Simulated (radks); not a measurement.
Effect of the nuclear size on the iron ion Fe+, [Ar] 3d6 4s1. All-electron calculation, Dirac Kohn-Sham, relativistic LDA (MacDonald-Vosko exchange, VWN5 correlation), spin-unpolarised, spherical densities, finite nucleus; open shells are shared between the two j in proportion to 2j + 1; Fermi nuclear charge, rms radius 3.7377 fm. Program: a radial shooting solver on a logarithmic mesh with Libxc functionals. The rms radius is varied about that value; shifts are against it.

| rms radius (fm) | total energy shift (eV) | density at nucleus (e/bohr^3) | 1s1/2 shift (meV) | 2s1/2 shift (meV) | 3s1/2 shift (meV) |
|---|---|---|---|---|---|
| 3.2443 | -0.0271 | 1.504e+04 | -11.5 | -1.03 | -0.149 |
| 3.6256 | -0.00648 | 1.497e+04 | -2.74 | -0.247 | -0.036 |
| 3.7377 | 0 | 1.495e+04 | 0.000 | 0.000 | 0.000 |
| 3.8797 | 0.00847 | 1.492e+04 | 3.59 | 0.324 | 0.047 |
| 4.3283 | 0.0372 | 1.486e+04 | 15.8 | 1.42 | 0.205 |

Slopes of the eigenvalues against <r^2> in GHz/fm^2, as finite differences over the two radii next to the reference (eigenvalue slopes, not the field-shift constants of lines): 1s1/2 802, 2s1/2 72.4, 3s1/2 10.4.
